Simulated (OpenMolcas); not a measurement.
Ga+: effect of correlating more closed shells

| Item | Value |
| --- | --- |
| Program | OpenMolcas |
| Basis | ANO-R2 [6s5p4d3f1g] |
| Scalar Hamiltonian | X2C, finite nucleus |
| Active space | 2 electrons in 9 orbitals (RAS2 4s 4p; RAS3 4d, at most 2 electrons) |
| State averaging | 2S+1 = 3 even, 3 roots; 2S+1 = 1 even, 7 roots; 2S+1 = 3 odd, 3 roots; 2S+1 = 1 odd, 3 roots |
| Spin-orbit coupling | state interaction with AMFI integrals over the reference wave functions, term energies averaged over their components |

Methods on the same reference wave functions:
A. RASSCF
B. MS-RASPT2, IPEA 0.25 Eh, imaginary shift 0.1 Eh (closed shells correlated: none)
C. MS-RASPT2, IPEA 0.25 Eh, imaginary shift 0.1 Eh (closed shells correlated: 3d)

Energies in cm-1 above 4s2 1S0, the measured ground level; measured values from NIST Handbook of Basic Atomic Spectroscopic Data.

```tsv
Level	A	B	C	Measured
4s2 1S0	0.0	0.0	0.0	0.0
4s 4p 3P* 0	43038	44150	46890	47368
4s 4p 3P* 1	43400	44510	47250	47814
4s 4p 3P* 2	44144	45250	48000	48750
4s 4p 1P* 1	69950	69780	70590	70701
```

Deviations, from unrounded energies. A percentage is the sum of absolute deviations over the sum of measured energies, with the sign that they share, or ± where signs differ.

```json
{"Against measurement": "mean absolute deviation (cm-1)", "Levels": "4", "A": "3500", "B": "2700", "C": "470"}
{"Against measurement": "other configurations (%)", "Levels": "4", "A": "-6.6", "B": "-5.1", "C": "-0.9"}
```

C lies closest to measurement on these levels and A furthest from it. The largest miss of C in the table is 4s 4p 3P* 2, by -750 cm-1. The ranking rests on the paired levels alone, and a cruder setting can come out closer through cancelling errors.

Between B and C the level of the table that moves most is 4s 4p 3P* 2, by 2700 cm-1 (lowest in B, highest in C). Moves below CASPT2's spread within the term are not significant.

The lowest spin-free term lies below A's lowest term by 0.006 hartree in B, 0.484 hartree in C.

What an inner shell adds also hangs on whether the basis holds functions to correlate it.

Active for correlation alone: 4d; no level in the range computed is led by a configuration that fills it, so any true level of that kind is missing. Without dynamic correlation excited terms often stand tens of per cent too high (terms of higher spin than the ground term too low), and those without a measured partner can miss by more than the paired ones (holds for A). Measured partners are found by configuration, term and J. A level has none where our copy of the source lacks it or the pairing is in doubt (some pairs that miss far off the trend of their configuration count as doubtful), and it then counts in no deviation. Only configurations of the active space appear. The table leaves out levels that lie high or whose names do not pair safely across all columns.

* marks odd parity.
